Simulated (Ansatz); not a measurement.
Reaction (substitution at a C–B bond): `CB(O)SCO` + `[OH][GeH]([OH])[Cl]` → `C[O][GeH]([OH])[Cl]` + `OBSCO`

Gas-phase electronic energies from Ansatz, PBE0-D4/def2-TZVP geometries. CCSD(T)/CBS is the MP2 limit (def2-TZVPP, def2-QZVPP) plus CCSD(T) − MP2 in def2-TZVPP, frozen cores. For Ge outer-core shells are correlated without core-valence functions, which leaves a few kJ/mol of doubt a bond. Scalar relativity is left out up to krypton. One conformer a species, not always the lowest.

`CB(O)SCO`:

Z-matrix (Å, degrees):
```
C
B 1 1.569
H 1 1.092 2 110.3
H 1 1.096 2 110.1 3 -118.4
H 1 1.093 2 114.1 3 122.1
O 2 1.361 1 117.8 3 13.8
S 2 1.821 1 124.8 3 -167.3
H 6 0.961 2 114.5 1 178.5
C 7 1.823 2 103.6 1 2.6
O 9 1.392 7 114.3 2 91.5
H 9 1.090 7 106.0 2 -151.2
H 9 1.093 7 107.8 2 -34.7
H 10 0.961 9 108.7 7 -58.8
```

`[OH][GeH]([OH])[Cl]`:

Z-matrix (Å, degrees):
```
Ge
O 1 1.752
Cl 1 2.153 2 111.1
O 1 1.762 2 107.9 3 -115.9
H 1 1.523 2 107.5 3 120.2
H 2 0.961 1 112.7 3 72.2
H 4 0.961 1 112.5 2 135.0
```

`C[O][GeH]([OH])[Cl]`:

```xyz
10

C    -0.549    0.028    1.568
O     0.474    0.245    0.617
Ge    0.132    0.210   -1.106
O     1.683    0.249   -1.916
Cl   -0.895   -1.639   -1.514
H    -1.314    0.813    1.530
H    -0.087    0.047    2.556
H    -1.035   -0.943    1.427
H    -0.715    1.373   -1.615
H     2.308   -0.382   -1.547
```

`OBSCO`:

Cartesian coordinates in Å:
```
O 0.715 -0.051 -1.636
B -0.604 0.181 -1.438
S -1.247 0.500 0.210
C 0.229 0.276 1.264
O 0.495 -1.052 1.591
H 0.937 -0.194 -2.558
H -1.392 0.210 -2.341
H 1.097 0.654 0.728
H 0.046 0.896 2.148
H -0.276 -1.421 2.033
```

```json
{"level": "HF/def2-TZVPP", "ΔE (kJ/mol)": "84.6"}
{"level": "MP2/def2-TZVPP", "ΔE (kJ/mol)": "104.7"}
{"level": "SCS-MP2/def2-TZVPP", "ΔE (kJ/mol)": "96.4"}
{"level": "HF/def2-QZVPP", "ΔE (kJ/mol)": "84.2"}
```

(1) What does CCSD(T)/CBS give? (An estimate is asked.)

Largest T1 diagnostic among the species: 0.013.

Results:

(1) Ansatz gave: +101.9 kJ/mol. The listed levels differ from it by -17.3, 2.8, -5.5, -17.7 kJ/mol.

In def2-TZVPP, CCSD(T) changes the Hartree–Fock value by +14.1 kJ/mol (the triples alone add +1.2 kJ/mol) and MP2 by +20.1 kJ/mol.
